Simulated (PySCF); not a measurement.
MnO: from constants to spectrum

PBE0 constants of MnO, ⁶Σ⁺ (sextet), unpaired electrons σ ↑, π ↑↑, δ ↑↑ (basis Mn x2c-TZVPPall, O x2c-TZVPPall; spin-free X2C with a Gaussian nucleus; PySCF 2.14; masses 54.9380 and 15.9949 u):

| Item | Value |
| --- | --- |
| ωe | 882.2 cm⁻¹ |
| ωexe | 6.59 cm⁻¹ |
| Be | 0.51888 cm⁻¹ |
| αe | 0.00449 cm⁻¹ |
| D (centrifugal) | 7.18e-07 cm⁻¹ |
| De to Mn (3d5 4s2) + O | 3.98 eV |

Problem. Give the vibrational terms G(v) and spacings up to v = 6.

Solution. G(v) = ωe(v+½) − ωexe(v+½)².

```
v  G(v) (cm⁻¹)  G(v) − G(v−1)  Bv (cm⁻¹)
0          439                    0.5166
1         1308            869     0.5121
2         2164            856     0.5077
3         3007            843     0.5032
4         3836            829     0.4987
5         4653            816     0.4942
6         5456            803     0.4897
```

Problem. How well does the Morse estimate ωe²/(4ωexe) reproduce De, and what is D0?

Solution. It gives 3.66 eV, 92 % of the computed De. D0 = De − G(0) = 3.98 − 0.05 = 3.93 eV.

The metal atom is held in its measured ground configuration; semilocal functionals can put another filling of s and d lower by some tenths of an eV, and De to that atom would be smaller. The state is the lowest single determinant that the PBE0 search found; with open d or f shells the true ground state can be another one.
